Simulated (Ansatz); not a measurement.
A nudged elastic band was laid between two geometries of ClH3Sn + H3N (9 atoms, charge 0, multiplicity 1).

Level of theory: Ansatz 0.2.0, RKS B3LYP-D4/def2-SVP.

* movable images: 7
* climbing image: yes
* spring: 5.0 eV/Å²
* optimiser: quadratic models (default)
* start path: through a guess of the saddle point
* force threshold: 0.03 eV/Å
* iteration limit: 60
* end points: relaxed

Image 0:

```xyz
9
Properties=species:S:1:pos:R:3
Sn 0.200 0.024 -0.047
Cl 0.454 -0.151 2.336
H 1.867 0.027 -0.524
H -0.473 1.539 -0.471
H -0.528 -1.391 -0.676
N -2.511 -0.002 1.066
H -3.190 -0.717 0.799
H -3.016 0.885 1.112
H -2.202 -0.215 2.016
```

Image 8:

```xyz
9
Properties=species:S:1:pos:R:3
Sn -0.433 0.017 -0.422
Cl -0.327 0.639 3.239
H 0.823 -0.995 0.135
H -0.083 1.687 -0.383
H -0.985 -0.471 -1.979
N -2.001 -0.239 0.961
H -2.351 -1.199 0.998
H -2.803 0.363 0.765
H -1.239 0.200 2.297
```

(1) What changes between the two ends?

(2) Give the energies along the band, and the barrier.

(3) What is the geometry of the highest image?

(4) What are the harmonic wavenumbers there?

Results:

(1) Bonds broken: Sn1–Cl2, N6–H9. Bonds formed: Sn1–N6, Cl2–H9. ClH3Sn + H3N becomes ClH + H5NSn.

(2) The forces met the threshold. The highest image is number 6 of 0 to 8, 87.5 kJ/mol above the first end and 2.0 kJ/mol above the last; the last end lies 85.5 kJ/mol above the first. A vibrational analysis at the climbing image gives one clearly imaginary mode, 373i cm⁻¹: a first-order saddle point. The orbitals stay closed-shell, which can raise the energy where a bond breaks towards radicals; this wasn't checked here.

| image | path coordinate (Å) | energy (kJ/mol) | Sn1–Cl2 (Å) | N6–H9 (Å) | Sn1–N6 (Å) |
| --- | --- | --- | --- | --- | --- |
| 0 | 0.00 | 0.0 | 2.40 | 1.02 | 2.93 |
| 1 | 0.73 | 0.1 | 2.40 | 1.02 | 2.89 |
| 2 | 1.45 | 9.3 | 2.42 | 1.02 | 2.78 |
| 3 | 2.18 | 28.7 | 2.47 | 1.02 | 2.62 |
| 4 | 2.90 | 41.4 | 2.55 | 1.03 | 2.44 |
| 5 | 3.63 | 64.4 | 2.88 | 1.07 | 2.25 |
| 6 | 4.35 | 87.5 | 3.45 | 1.34 | 2.14 |
| 7 | 4.54 | 86.3 | 3.56 | 1.49 | 2.12 |
| 8 | 4.72 | 85.5 | 3.71 | 1.60 | 2.11 |

(3) 
```xyz
9
Properties=species:S:1:pos:R:3
Sn -0.407 0.037 -0.370
Cl -0.232 0.718 3.004
H 0.852 -0.982 0.149
H -0.116 1.713 -0.375
H -1.051 -0.488 -1.882
N -1.997 -0.258 1.027
H -2.309 -1.228 1.108
H -2.820 0.321 0.845
H -1.321 0.166 2.104
```

(4) 373i, 117, 134, 266, 441, 459, 513, 597, 695, 717, 718, 815, 825, 1260, 1270, 1540, 1890, 1967, 1986, 3481, 3576 cm⁻¹.

Time of the run: 6.9 min on 2 threads of Arm Neoverse V2, with other jobs on the host, peak memory 0.19 GiB.
